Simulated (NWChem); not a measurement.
# MgCl2; SMILES [Cl][Mg][Cl]

```xyz
3

Mg     0.0000     0.0000     0.0421
Cl     2.1936     0.0000     0.0421
Cl    -2.1936     0.0000     0.0421
```
Atoms are numbered in this order, from 1.

Results from NWChem. Pople sets run with spherical d functions. STO-3G and 3-21G are far too small for this property and stand as cheap habits. Geometry: optimised at B3LYP/6-31G* (spherical d). GIAO values for the isolated, static molecule; σ is the absolute isotropic shielding.

```csv
level,σ Mg1 (ppm),σ Cl2 (ppm)
BHandHLYP/pcSseg-1,508.0,1098.2
Hartree-Fock/6-31G*,569.4,1110.3
KT2/pcSseg-1,501.9,1059.5
Hartree-Fock/STO-3G,520.2,1210.2
```
